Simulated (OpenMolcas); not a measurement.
Pt4+ among 8 point charges of -0.65 e arranged as a cube (Oh), 1.95 Å from the ion.

| Item | Value |
| --- | --- |
| Program | OpenMolcas 26.06 |
| Method | SS-CASPT2, IPEA 0.25 Eh, imaginary shift 0.1 Eh (closed shells correlated: 5s 5p) |
| Basis | ANO-RCC-VDZP [7s6p4d2f] |
| Scalar Hamiltonian | DKH2, point nucleus |
| Active space | 6 electrons in 5 orbitals (5d) |
| State averaging | 2S+1 = 5 even, 5 roots; 2S+1 = 3 even, 45 roots; 2S+1 = 1 even, 50 roots |
| Spin-orbit coupling | state interaction with AMFI integrals over the reference wave functions |

Q: What is the spin-free ground state (labels of O, the rotations of Oh)?

A: 5E, 2-fold in its orbital part, 100 % from free-ion D terms; it has the highest spin that d6 allows.

Q: Where is the first state of the same spin?

A: 5T2 at 3410 cm-1 above the ground state.

Q: What are the lowest two levels with spin-orbit coupling?

A: A 1-fold level A1, then a 2-fold level E 170 cm-1 above it. Their leading multiplicities are 5 (81 %) and 5 (78 %).

Q: What is χT at 300 K?

A: 4.79 cm3 K/mol.

Roots that are degenerate in the reference are averaged as groups; the widest CASPT2 spread within a group is 380 cm-1 (the 3-fold group of multiplicity 3 near 48700 cm-1 above the lowest state of its run). Shifts and gaps below about the spread of the groups concerned are not significant. Spin-orbit coupling mixes the spin-free states strongly: the lowest level takes only 58 % from its leading state, 5E. An orbital doublet at a regular site is open to a Jahn-Teller distortion, which this geometry leaves out. Point charges give a weaker field than real ligands, and real ions of this kind are as a rule low spin; the high spin found here belongs to the model. The ground term spreads over less than 5000 cm-1, several times less than with real ligands, so orbital moments are less quenched and χT lies further from the spin-only value than at real sites. Free-ion shares, where given, are those of the reference states; single-state CASPT2 does not remix them. This is an electrostatic model: the charges have no orbitals. No measured value stands beside these numbers.
